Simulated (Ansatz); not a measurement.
`CN([SiH2]O)[SiH2]Cl` + `C[CH](C)[AlH][OH]` → `[OH][AlH][SiH2]O` + `CC(C)N(C)[SiH2]Cl`  (redistribution)

Calculated with Ansatz (gas phase, PBE0-D4/def2-TZVP geometries, no zero-point term in ΔE). CCSD(T)/CBS adds triple-zeta CCSD(T) − MP2 to the extrapolated MP2 energy (def2 sets, frozen cores). Functionals use def2-TZVPP. B3LYP here is the variant with VWN-RPA as its local correlation; programs differ in this. One conformer a species, not always the lowest.

`CN([SiH2]O)[SiH2]Cl`:

Cartesian coordinates in Å:
```
C 0.474 -0.874 -1.444
N 0.242 0.006 -0.299
Si -1.229 0.925 -0.278
O -1.615 1.291 1.273
Si 1.240 -0.094 1.083
Cl 0.438 -1.340 2.541
H -0.307 -1.636 -1.537
H 1.433 -1.387 -1.345
H 0.507 -0.307 -2.379
H -1.097 2.232 -0.962
H -2.259 0.098 -0.966
H -1.752 0.565 1.885
H 2.533 -0.699 0.691
H 1.393 1.221 1.736
```

`C[CH](C)[AlH][OH]`:

Z-matrix (Å, degrees):
```
C
C 1 1.529
H 1 1.096 2 111.3
H 1 1.095 2 111.5 3 -119.1
H 1 1.094 2 112.5 3 120.5
C 2 1.528 1 111.6 3 58.0
Al 2 1.961 1 112.2 3 -173.6
H 2 1.102 1 107.2 3 -59.6
H 6 1.095 2 111.4 1 61.4
H 6 1.097 2 111.2 1 -57.8
H 6 1.092 2 112.2 1 -178.7
O 7 1.701 2 117.4 1 -147.9
H 7 1.592 2 123.8 1 33.1
H 12 0.956 7 122.9 2 -178.5
```

`[OH][AlH][SiH2]O`:

Cartesian coordinates in Å:
```
O -0.691 2.026 1.112
Al 0.591 1.349 0.222
Si 0.436 -1.033 -0.421
O -1.058 -1.682 -0.071
H -1.435 1.507 1.416
H 1.778 2.341 -0.119
H 0.767 -1.238 -1.866
H 1.401 -1.863 0.353
H -1.789 -1.408 -0.625
```

`CC(C)N(C)[SiH2]Cl`:

```xyz
19

C     0.084    1.563   -1.229
C     0.469    0.214   -0.639
C     0.046   -0.934   -1.547
N    -0.023    0.063    0.731
C    -1.458    0.025    0.916
Si    1.013   -0.514    1.945
Cl    1.262   -2.579    1.969
H     0.391    2.376   -0.569
H     0.568    1.702   -2.198
H    -0.994    1.638   -1.391
H     1.564    0.191   -0.566
H    -1.035   -0.937   -1.707
H     0.521   -0.838   -2.526
H     0.332   -1.897   -1.118
H    -1.929   -0.840    0.434
H    -1.932    0.932    0.527
H    -1.689   -0.028    1.982
H     2.368    0.038    1.721
H     0.440   -0.172    3.265
```

```tsv
level	ΔE (kJ/mol)
PBE0-D4	100.2
B3LYP-D4	110.1
MP2/def2-TZVPP	120.3
MP2/CBS(def2)	122.4
```

**Question.** What does CCSD(T)/CBS give? (Best estimate.)

**Answer.** Ansatz gave: +111.7 kJ/mol. The listed levels differ from it by -11.5, -1.6, 8.6, 10.7 kJ/mol.

Largest T1 diagnostic among the species: 0.013.

From PBE to PBE0 (25 % exact exchange), in def2-TZVPP and without D4, ΔE moves by +6.4 kJ/mol.
